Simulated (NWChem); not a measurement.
System: AlH₂O₂F; SMILES [OH][Al]([OH])[F]

```xyz
6

Al     0.0224     0.0061     0.0000
F      1.1415     1.2199     0.0000
O      0.5787    -1.6005     0.0000
H     -0.0665    -2.3186     0.0000
O     -1.6462     0.3500     0.0000
H     -1.9573     1.2636     0.0000
```
Atoms are numbered in this order, from 1.

Computed with NWChem. Structure relaxed at the B3LYP/6-31G* (spherical d) level.

### Question
Predict the results for Hartree-Fock/def2-TZVP. Quantities: highest occupied level (eV); orbital gap (eV); dipole (D).

### Answer
highest occupied level (eV): -13.72
orbital gap (eV): 15.72
dipole (D): 1.96
